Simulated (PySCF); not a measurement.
Compound: H9O3Si4 (doublet state).
Structure used (GFN2-xTB), in Å, numbered top down from 1:
```xyz
16
H9O3Si4 angstrom
Si     2.352   -0.689   -0.066
O      1.446    0.055   -1.194
Si     0.008    0.745   -1.457
O     -1.153   -0.380   -1.426
Si    -1.758   -1.609   -0.549
O     -0.281    1.860   -0.323
Si    -0.598    2.061    1.260
H      2.944    0.345    0.784
H      3.336   -1.397   -0.878
H      1.522   -1.598    0.730
H     -0.924   -2.785   -0.798
H     -1.753   -1.265    0.876
H     -3.107   -1.733   -1.090
H     -2.023    1.802    1.467
H     -0.231    3.458    1.469
H      0.213    1.138    2.057
```

The hyperfine couplings belong to this conformer and change with its torsions.

The species is `[SiH3]O[Si](O[SiH3])O[SiH3]` [radical].

Method used: PySCF, UKS B3LYP, pcH-1 on H O Si, non-relativistic, mean-field spin-orbit, GIAO. The structure is a single GFN2-xTB conformer in the gas phase; no vibrational or solvent corrections. A GFN2-xTB geometry isn't a minimum of the functional, and hyperfine couplings can be far from their values at a DFT geometry, by a factor of two or more for some ions and for spin on atoms past the first row. The SCF solution wasn't tested for stability.

Q: Match the computed a_iso(29Si) values -1242.2, -23.3 MHz (means over equivalent nuclei) with the sites Si1/Si5/Si7; Si3.

A: 
```tsv
site	a_iso (MHz)	ρ(0) (bohr⁻³)	position	distance from Si3 (Å)	spin population	largest |T| (MHz)
Si1/Si5/Si7	-23.3	+0.0263	2 bonds from Si3	3.08	+0.02	7.4
Si3	-1242.2	+1.3988	largest spin population	0.00	+0.86	125.2
```

ρ(0) is the spin density at the nucleus and T the dipolar tensor; a_iso includes a spin–orbit part; entries for several nuclei are means. The largest Mulliken spin population is on Si3 (+0.86). The angles at Si3 add up to 329.4°, so it is pyramidal.

Class means assume fast exchange of nuclei equivalent by connectivity; if that motion is slow, each nucleus keeps its own coupling.
